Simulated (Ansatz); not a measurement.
The inner images of a band of AlF2HO + H2 (7 atoms, charge 0, multiplicity 1) are given out of order.

Level of theory: Ansatz 0.2.0, RKS revPBE-D4/cc-pVDZ.

Initial state:

```xyz
7
Properties=species:S:1:pos:R:3
Al -0.036 -0.102 0.265
O -0.035 -0.594 1.935
H -0.909 -0.738 2.341
F 1.439 -0.046 -0.577
F -1.485 0.109 -0.606
H 0.139 2.228 0.466
H 0.125 1.990 1.202
```

Final state:

```xyz
7
Properties=species:S:1:pos:R:3
Al 0.074 0.558 -0.132
O -0.004 0.133 1.876
H -0.842 -0.372 1.975
F 1.433 -0.353 -0.639
F -1.465 -0.196 -0.354
H 0.156 2.149 -0.140
H -0.113 0.928 2.439
```

Question: Put them in order from the first end to the last, with their energies above the first end.
A.
```xyz
7
Properties=species:S:1:pos:R:3
Al -0.016 -0.099 0.187
O -0.005 -0.457 1.898
H -0.886 -0.486 2.317
F 1.447 -0.086 -0.676
F -1.478 0.029 -0.678
H 0.096 2.173 0.655
H 0.081 1.773 1.322
```
B.
```xyz
7
Properties=species:S:1:pos:R:3
Al 0.052 0.494 -0.131
O -0.002 0.085 1.883
H -0.857 -0.316 2.156
F 1.455 -0.300 -0.708
F -1.471 -0.196 -0.536
H 0.116 2.064 0.170
H -0.055 1.017 2.193
```
C.
```xyz
7
Properties=species:S:1:pos:R:3
Al 0.004 0.052 0.130
O 0.009 -0.229 1.885
H -0.865 -0.379 2.290
F 1.463 -0.090 -0.731
F -1.484 -0.005 -0.697
H 0.083 1.998 0.755
H 0.029 1.500 1.395
```
D.
```xyz
7
Properties=species:S:1:pos:R:3
Al 0.042 0.419 -0.092
O 0.013 0.046 1.901
H -0.844 -0.275 2.260
F 1.480 -0.215 -0.756
F -1.486 -0.132 -0.640
H 0.085 1.949 0.484
H -0.051 1.055 1.869
```
E.
```xyz
7
Properties=species:S:1:pos:R:3
Al 0.026 0.259 0.023
O 0.010 -0.030 1.882
H -0.841 -0.330 2.269
F 1.482 -0.120 -0.768
F -1.495 -0.042 -0.688
H 0.074 1.887 0.748
H -0.018 1.223 1.559
```

Answer: A (+0.9 kcal/mol), C (+6.9 kcal/mol), E (+16.8 kcal/mol), D (+5.7 kcal/mol), B (+0.1 kcal/mol).

The run took 83 s on 1 thread of Arm Neoverse V2, with other jobs on the host, peak memory 0.14 GiB.
